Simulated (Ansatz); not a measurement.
A nudged elastic band was laid between two geometries of C₃H₇OSb (12 atoms, charge 0, multiplicity 1).

Method: RKS BLYP/def2-SVP (Ansatz).

| Property | Result |
| --- | --- |
| movable images | 9 |
| climbing image | yes |
| spring | 0.1 eV/Å² |
| optimiser | quadratic models (default) |
| start path | through a guess of the saddle point |
| force threshold | 0.03 eV/Å |
| iteration limit | 60 |
| end points | relaxed |

First end point:

```xyz
12
Properties=species:S:1:pos:R:3
C -0.087 1.895 0.423
C -0.085 0.644 -0.090
Sb -1.986 -0.551 -0.259
O 1.043 0.182 -0.725
C 1.360 -1.204 -0.626
H 0.835 2.499 0.400
H -0.993 2.336 0.856
H -2.792 0.517 0.849
H -1.596 -1.644 1.047
H 2.259 -1.373 -1.248
H 0.538 -1.849 -1.016
H 1.580 -1.507 0.422
```

Last end point:

```xyz
12
Properties=species:S:1:pos:R:3
C -0.185 1.927 0.152
C 0.043 0.599 0.268
Sb -1.418 -0.748 1.328
O 1.281 0.100 -0.060
C 1.360 -1.204 -0.631
H 0.592 2.581 -0.278
H -1.125 2.379 0.489
H -2.652 0.472 1.240
H -2.024 -1.494 -0.131
H 2.435 -1.429 -0.766
H 0.848 -1.259 -1.618
H 0.921 -1.980 0.040
```

(1) Which bonds break or form, and what moves?

(2) What energy profile does the band end with?

(3) What is the geometry of the highest image?

Answers

(1) No bond is made or broken. The height of Sb3 over the plane of its neighbours goes from -1.04 to 1.04 Å. The two ends are copies of one structure, up to a mirror image or an exchange of like atoms. The height can change sign by an inversion or by a turn that exchanges like atoms.

(2) It converged. The highest image is number 5 of 0 to 10, 46.3 kcal/mol above the ends, which have the same energy within 2 meV. The profile has 2 maxima (images 5, 8) with wells between them (image 7): this band takes more than one step, which may be the mechanism or a detour left from its start path. Neighbouring images differ by up to 1.9 eV, so the band resolves the path poorly. Another band between the same ends (9 images) ends at a top of the same energy, where a vibrational analysis finds 1 clearly imaginary mode.

```csv
image,path coordinate (Å),energy (kcal/mol),height of Sb3 over the plane of its neighbours (Å)
0,0.00,0.0,-1.04
1,0.90,0.4,-1.04
2,1.80,0.4,-1.04
3,2.71,0.4,-1.05
4,3.62,7.6,-0.82
5,4.44,46.3,0.00
6,5.35,3.5,0.89
7,6.26,0.5,1.02
8,7.18,0.9,1.03
9,8.08,0.5,1.03
10,8.97,0.0,1.04
```

(3) 
```xyz
12
Properties=species:S:1:pos:R:3:forces:R:3
C 0.006 1.967 0.256 -0.01 0.00 0.00
C 0.084 0.620 0.345 0.00 0.00 -0.01
Sb -1.711 -0.532 0.852 0.00 0.00 0.00
O 1.241 -0.060 0.168 0.02 0.01 0.03
C 1.326 -1.082 -0.843 0.00 -0.01 -0.01
H 0.864 2.526 -0.151 0.01 0.00 0.00
H -0.879 2.518 0.593 0.00 0.00 0.00
H -3.198 -0.182 0.139 0.00 0.00 0.00
H -1.733 -1.801 1.967 0.00 0.00 0.00
H 2.342 -1.511 -0.760 -0.01 -0.01 -0.01
H 1.177 -0.651 -1.856 0.01 0.01 0.00
H 0.557 -1.866 -0.675 -0.01 0.01 0.01
```

Time of the run: 6.4 min on 2 threads of AMD EPYC 9R45 96-Core Processor (Zen 5), on a shared host, peak memory 0.28 GiB.
